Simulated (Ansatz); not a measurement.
Reactions of C$_{2}$H$_{6}$OSn, SMILES `C[O][Sn][CH3]`.

Computed with Ansatz on PBE0-D4/def2-TZVP structures; ΔE is electronic, products minus reactants. CCSD(T)/CBS is the MP2 limit (def2-TZVPP, def2-QZVPP) plus CCSD(T) − MP2 in def2-TZVPP, frozen cores. This one scheme is used for every species. DFT in def2-TZVPP. Elements past krypton have def2 core potentials. For In, Sn outer-core shells are correlated without core-valence functions, which leaves a few kJ/mol of doubt a bond. One conformer a species, not always the lowest.

```
                                                                   reaction  PBE0-D4 (eV)  HF/CBS(def2) (eV)  PBE-D4 (eV)  CCSD(T)/CBS(def2) (eV)
`C[O][Sn][CH3]` + `CO[SiH2][SiH](O)F` → `C[O][Sn][O]C` + `C[SiH2][SiH](O)F`         -0.19               0.00        -0.27                   -0.16
         `C[O][Sn][CH3]` + `NB(F)[SiH3]` → `CNB(F)[SiH3]` + `[CH3][Sn][OH]`         -0.24              -0.17        -0.22                   -0.24
                             `C[O][Sn][CH3]` + CH₃OH → `C[O][Sn][O]C` + CH₄         -1.02              -1.08        -1.08                   -1.07
    `C[O][Sn][CH3]` + `[CH3][InH][SH]` → `[CH3][Sn][SH]` + `C[O][InH][CH3]`          0.24               0.28         0.22                    0.24
         `C[O][Sn][CH3]` + `C1OC[SiH2]1` → `CC1OC[SiH2]1` + `[CH3][Sn][OH]`         -0.71              -0.62        -0.69                   -0.74
```

Largest T1 diagnostic: 0.017, for `C[O][Sn][O]C`.
